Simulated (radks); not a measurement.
Task: Isoelectronic series with 6 electrons, each ion in its NIST ground configuration. Calculated with a radial shooting solver on a logarithmic mesh with Libxc functionals: Dirac Kohn-Sham, BLYP, spin-unpolarised, spherical densities, point nucleus; open shells fill j = l - 1/2 first. Total energies (hartree) and orbital eigenvalues (hartree) (* marks an orbital that is empty in some or all of the ions):

ion    configuration  E (hartree)     2p3/2*      2p1/2      2s1/2
C       [He] 2s2 2p2    -37.81804   -0.19223   -0.19256   -0.50003
N+      [He] 2s2 2p2    -54.02067   -0.75958   -0.76048   -1.18784
O2+     [He] 2s2 2p2    -73.24430   -1.58949   -1.59145   -2.13938
F3+     [He] 2s2 2p2    -95.48694   -2.67490   -2.67864   -3.34730
Ne4+    [He] 2s2 2p2   -120.75033   -4.01338   -4.01989   -4.80937
Mg6+    [He] 2s2 2p2   -180.35386   -7.44550   -7.46175   -8.49322
Si8+    [He] 2s2 2p2   -252.09293  -11.88153  -11.91565  -13.18993
P9+     [He] 2s2 2p2   -292.52840  -14.47554  -14.52273  -15.91885
S10+    [He] 2s2 2p2   -336.01713  -17.32012  -17.38382  -18.90213
Cl11+   [He] 2s2 2p2   -382.56688  -20.41525  -20.49945  -22.14036
Ar12+   [He] 2s2 2p2   -432.18598  -23.76096  -23.87025  -25.63420
K13+    [He] 2s2 2p2   -484.88335  -27.35730  -27.49692  -29.38440
Ca14+   [He] 2s2 2p2   -540.66852  -31.20433  -31.38022  -33.39177
Sc15+   [He] 2s2 2p2   -599.55163  -35.30215  -35.52098  -37.65715
Ti16+   [He] 2s2 2p2   -661.54341  -39.65086  -39.92008  -42.18150
V17+    [He] 2s2 2p2   -726.65522  -44.25058  -44.57847  -46.96579
Cr18+   [He] 2s2 2p2   -794.89906  -49.10144  -49.49717  -52.01109
Mn19+   [He] 2s2 2p2   -866.28753  -54.20358  -54.67725  -57.31850
Fe20+   [He] 2s2 2p2   -940.83390  -59.55717  -60.11985  -62.88922
Co21+   [He] 2s2 2p2  -1018.55211  -65.16237  -65.82617  -68.72448

Estimate the row of Al7+ ([He] 2s2 2p2).

Result: E (hartree) -214.70359; 2p3/2* -9.53815; 2p1/2 -9.56211; 2s1/2 -10.71485.
